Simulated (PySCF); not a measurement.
Worked example: dipole moment from atomic charges

selenium dioxide (O2Se), SMILES O=[Se]=O. Atoms are numbered in the order given.

```xyz
3

O      0.0000    -1.3340     0.5929
Se     0.0000     0.0000    -0.2790
O      0.0000     1.3340     0.5929
```
Charge 0, spin multiplicity 1.

Geometry: ωB97X-D3(BJ)/def2-TZVP.

Charges (e) from B3LYP/def2-TZVPD run with PySCF:

| atom | IAO | ESP fit |
|---|---|---|
| O1 | -0.742 | -0.357 |
| Se2 | 1.484 | 0.713 |
| O3 | -0.742 | -0.357 |

The dipole moment of the full density is 2.82 D.

**Question.** What dipole moment does each set of point charges give, and which comes closer to that of the density?

**Answer.** 
μ = Σ q r, and 1 e Å = 4.8032 D.
IAO: Σ q r = (0.000, 0.000, -1.294) e Å, |μ| = 6.21 D.
ESP fit: Σ q r = (0.000, 0.000, -0.622) e Å, |μ| = 2.99 D.
ESP fit comes closer in size. Point charges leave out the atoms' own dipoles (lone pairs, polarised bonds); fits to the potential absorb them, partitions of the density don't.
